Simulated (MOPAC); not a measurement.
Input for MOPAC: AM1 on S2-, 2S+1 = 2, a spin state set in the input, which need not be the lowest, a point of a bond scan (R = 2.063 Å). Charge -1.

```
AM1 1SCF PRECISE CHARGE=-1 UHF MS=0.5 THREADS=1
S2

S      0.00000000 1     0.00000000 1     0.00000000 1
S      0.00000000 1     0.00000000 1     2.06254100 1
```

It printed:

```
*******************************************************************************
 **                                                                           **
 **                              MOPAC v23.2.5                                **
 **                                                                           **
 *******************************************************************************
 ** MOPAC's Digital Object Identifier: https://doi.org/10.5281/zenodo.6511958 **
 **                                                                           **
 ** Please cite the open-source release paper for use of this MOPAC version:  **
 ** J. E. Moussa and J. J. P. Stewart (2026)                                  **
 ** MOPAC: An open-source semiempirical molecular orbital program             **
 ** J. Open Source Softw., 11(119), 8025, https://doi.org/10.21105/joss.08025 **
 *******************************************************************************

                              AM1 CALCULATION RESULTS

 *******************************************************************************
 *  AM1        - The AM1 Hamiltonian to be used
 *  UHF        - UNRESTRICTED HARTREE-FOCK CALCULATION
 *
 *
 *
 *                 CHARGE ON SYSTEM = -1
 *
 *
 *
 *  MS=        - IN MECI, MAGNETIC COMPONENT OF SPIN =  0.5
 *  PRECISE    - TIGHTER CRITERIA TO BE USED
 *  1SCF       - DO 1 SCF AND THEN STOP
 *  THREADS=1  - MULTI-THREADING NOT USED
 *  T=         - A TIME OF 172800.0 SECONDS REQUESTED
 *  DUMP=N     - RESTART FILE WRITTEN EVERY 7200.0 SECONDS REQUESTED
 *******************************************************************************
AM1 1SCF PRECISE CHARGE=-1 UHF MS=0.5 THREADS=1
 S2

   ATOM   CHEMICAL          X               Y               Z
  NUMBER   SYMBOL      (ANGSTROMS)     (ANGSTROMS)     (ANGSTROMS)

     1       S          0.00000000  *   0.00000000  *   0.00000000  *
     2       S          0.00000000  *   0.00000000  *   2.06254100  *



          CARTESIAN COORDINATES

    NO.       ATOM           X           Y           Z

     1         S          0.0000      0.0000      0.0000
     2         S          0.0000      0.0000      2.0625

  S: (AM1): M.J.S. DEWAR, Y-C YUAN, INORGANIC CHEMISTRY, 29, 3881:3890,  (1990)

           Empirical Formula: S2  =     2 atoms



      MOLECULAR POINT GROUP   :   D*h


          UHF CALCULATION, NO. OF ALPHA ELECTRONS =    7
                           NO. OF BETA  ELECTRONS =    6

 -------------------------------------------------------------------------------
 AM1 1SCF PRECISE CHARGE=-1 UHF MS=0.5 THREADS=1
 S2



     1SCF WAS SPECIFIED, SO BFGS WAS NOT USED
     SCF FIELD WAS ACHIEVED


                              AM1 CALCULATION
                                                       MOPAC v23.2.5 Linux




          FINAL HEAT OF FORMATION =         -9.70894 KCAL/MOL =     -40.62221 KJ/MOL


          COSMO AREA              =         85.88 SQUARE ANGSTROMS
          COSMO VOLUME            =         70.47 CUBIC ANGSTROMS

          IONIZATION POTENTIAL    =          2.063311 EV
          ALPHA SOMO LUMO (EV)    =         -2.665  4.459
          BETA  SOMO LUMO (EV)    =         -2.063  3.985
          NO. OF ALPHA ELECTRONS  =          7
          NO. OF BETA  ELECTRONS  =          6
          MOLECULAR WEIGHT        =         64.1200         POINT GROUP:  D*h

          MOLECULAR DIMENSIONS (Angstroms)

            Atom       Atom       Distance
            S     2    S     1     2.06254
            S     2    S     1     0.00000
            S     1    S     2     0.00000


          SCF CALCULATIONS        =          1





   ATOM   CHEMICAL          X               Y               Z
  NUMBER   SYMBOL      (ANGSTROMS)     (ANGSTROMS)     (ANGSTROMS)

     1       S          0.00000000  *   0.00000000  *   0.00000000  *
     2       S          0.00000000  *   0.00000000  *   2.06254100  *

                             CARTESIAN COORDINATES

   1    S        0.000000000     0.000000000     0.000000000
   2    S        0.000000000     0.000000000     2.062541000


           Empirical Formula: S2  =     2 atoms



      MOLECULAR POINT GROUP   :   D*h


          ALPHA EIGENVALUES
 -13.55846  -9.94215  -6.97555  -6.87093  -5.71531  -3.82041  -2.66479   4.45868


           BETA EIGENVALUES
 -12.70468  -8.62101  -6.29385  -5.15747  -4.60620  -2.06331   3.98469   5.30099


              NET ATOMIC CHARGES AND DIPOLE CONTRIBUTIONS

  ATOM NO.   TYPE          CHARGE      No. of ELECS.   s-Pop       p-Pop
    1          S          -0.500000        6.5000     1.93969     4.56031
    2          S          -0.500000        6.5000     1.93969     4.56031
 DIPOLE           X         Y         Z       TOTAL
 POINT-CHG.     0.000     0.000     0.000     0.000
 HYBRID        -0.000    -0.000    -0.000     0.000
 SUM           -0.000    -0.000     0.000     0.000


          ATOMIC ORBITAL ELECTRON POPULATIONS

     Atom    s        px        py        pz
    1  S   1.93969   2.00000   1.50000   1.06031
    2  S   1.93969   2.00000   1.50000   1.06031


                    (SZ)    =    0.500000
                    (S**2)  =    0.752101


          ATOMIC ORBITAL SPIN POPULATIONS

    Atom   Total    s     px     py     pz
         Atomic
    1  S  0.5000  0.011  0.000  0.500 -0.011
    2  S  0.5000  0.011  0.000  0.500 -0.011

 **********************
 *                    *
 * JOB ENDED NORMALLY *
 *                    *
 **********************




 == MOPAC DONE ==
```

The run finished.

Cost: about 0.020 core-seconds (a rough figure).
